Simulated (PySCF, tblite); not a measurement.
Isomers of C5H4F3 (doublet state), one GFN2-xTB conformer each. Single-point energies are computed at B3LYP/pcH-1 (PySCF, gas phase, no added dispersion term), electronic only. GFN2-xTB treats the open shell by occupation alone, and not every SCF solution was tested for stability.

```csv
SMILES,GFN2-xTB relative energy (kcal/mol)
C#C[C@@H](F)[C](F)CF,0.0
[H]/[C]=C\C(F)=C(/F)CF,3.0
```

Conformers: `[CH:1]#[C:2][C@@H:3]([F:4])[C:5]([F:6])[CH2:7][F:8]` (doublet state) with C2–C3–C5–F6 116°, C3–C5–C7–F8 86°; `[H]/[C:1]=[CH:2]\[C:3]([F:4])=[C:5](/[F:6])[CH2:7][F:8]` (doublet state) with C1–C2–C3–F4 0°, C3–C5–C7–F8 91°.

Question: What does B3LYP/pcH-1 give for the same structures?

Answer: 
```json
{"SMILES": "[H]/[C]=C\\C(F)=C(/F)CF", "B3LYP/pcH-1 E (Eh)": "-492.34671", "B3LYP/pcH-1 (kcal/mol)": "0.0", "GFN2-xTB (kcal/mol)": "3.0", "point group": "C1"}
{"SMILES": "C#C[C@@H](F)[C](F)CF", "B3LYP/pcH-1 E (Eh)": "-492.33899", "B3LYP/pcH-1 (kcal/mol)": "4.8", "GFN2-xTB (kcal/mol)": "0.0", "point group": "C1"}
```

GFN2-xTB puts C#C[C@@H](F)[C](F)CF lowest instead. Neighbours under 5.0 kcal/mol apart ([H]/[C]=C\C(F)=C(/F)CF and C#C[C@@H](F)[C](F)CF) can change places with a better method, another conformer or zero-point energy.

Question: What happens when harmonic zero-point energies from GFN2-xTB frequencies are added?

Answer: 
```tsv
SMILES	ZPE (kcal/mol)	electronic (kcal/mol)	with ZPE (kcal/mol)
[H]/[C]=C\C(F)=C(/F)CF	46.1	0.0	0.0
C#C[C@@H](F)[C](F)CF	45.9	4.8	4.7
```

The zero-point energies span 0.2 kcal/mol. The order is unchanged.
